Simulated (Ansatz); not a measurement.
`ClCC1=C[SiH2]1` and `IC1=C[SiH2]1` differ in one atom or group.

Ansatz, PBE0-D4/def2-TZVP geometries, multiplicity 1. Each molecule was computed in one conformer, which needn't be the lowest.

Elements past krypton have def2 core potentials.

```csv
property,`ClCC1=C[SiH2]1`
HOMO–LUMO gap (B3LYP/def2-TZVPP) / eV,6.66
LUMO energy (PBE/def2-TZVPP) / eV,-1.65
HOMO energy (ωB97M-V/def2-TZVPP) / eV,-9.81
HOMO–LUMO gap (ωB97M-V/def2-TZVPP) / eV,11.38
zero-point energy (PBE0-D4/def2-TZVP) / kJ/mol,175.3
size of the dipole moment (PBE/def2-TZVPP) / D,1.77
```

Question: Give the same properties after the change, and the shifts. (An estimate is asked.)

Answer: Ansatz gave: 
| property | `IC1=C[SiH2]1` | shift |
| --- | --- | --- |
| HOMO–LUMO gap (B3LYP/def2-TZVPP) / eV | 5.62 | -1.04 |
| LUMO energy (PBE/def2-TZVPP) / eV | -2.02 | -0.37 |
| HOMO energy (ωB97M-V/def2-TZVPP) / eV | -9.31 | 0.50 |
| HOMO–LUMO gap (ωB97M-V/def2-TZVPP) / eV | 9.99 | -1.39 |
| zero-point energy (PBE0-D4/def2-TZVP) / kJ/mol | 98.5 | -76.8 |
| size of the dipole moment (PBE/def2-TZVPP) / D | 1.12 | -0.65 |

With PBE0 the HOMO rises by 0.42 eV and the LUMO falls by 0.60 eV, so the gap narrows by about 1.02 eV. PBE moves the HOMO by 0.35 eV and ωB97M-V by 0.50 eV. The zero-point energy changes by -76.8 kJ/mol with -9 modes. Dipoles are sizes alone; their direction can turn.

B3LYP here is the variant with VWN-RPA as its local correlation; programs differ in this.

Spin–orbit coupling is left out; it splits and shifts lone-pair levels of the heavy atoms by tenths of an eV.
